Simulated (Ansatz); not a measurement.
Compare A (`C=C[CH2][GeH2][F]`) with its isomer B (`[F][GeH]1[CH2]C[CH2]1`).

Gas-phase electronic energies from Ansatz, PBE0-D4/def2-TZVP geometries. CCSD(T)/CBS is the MP2 limit (def2-TZVPP, def2-QZVPP) plus CCSD(T) − MP2 in def2-TZVPP, frozen cores. Functionals use def2-TZVPP. B3LYP here is the variant with VWN-RPA as its local correlation; programs differ in this. For Ge outer-core shells are correlated without core-valence functions, which leaves a few kJ/mol of doubt a bond. Scalar relativity is left out up to krypton. Each species was taken in one conformer, which may not be the lowest.

(1) Which is lower in electronic energy at CCSD(T)/CBS, and by how much? (Estimate.)

(2) Give E(B) − E(A) in kcal/mol with ωB97M-V, MP2/def2-TZVPP, PBE0-D4, CCSD/def2-TZVPP, r2SCAN-D4, B3LYP-D4, B3LYP. (An estimate is asked.)

Largest T1 diagnostic: 0.011.

Results:

(1) The calculation gave: B, by 4.3 kcal/mol.

(2) Computed: ωB97M-V -4.7, MP2/def2-TZVPP -6.2, PBE0-D4 -6.6, CCSD/def2-TZVPP -3.6, r2SCAN-D4 -4.3, B3LYP-D4 -0.8, B3LYP -0.4. None reverses the order clearly.

In def2-TZVPP, CCSD(T) changes the Hartree–Fock value by −6.8 kcal/mol (the triples alone add −0.3 kcal/mol) and MP2 by −9.1 kcal/mol. From PBE to PBE0 (25 % exact exchange), in def2-TZVPP and without D4, E(B) − E(A) moves by −1.3 kcal/mol.
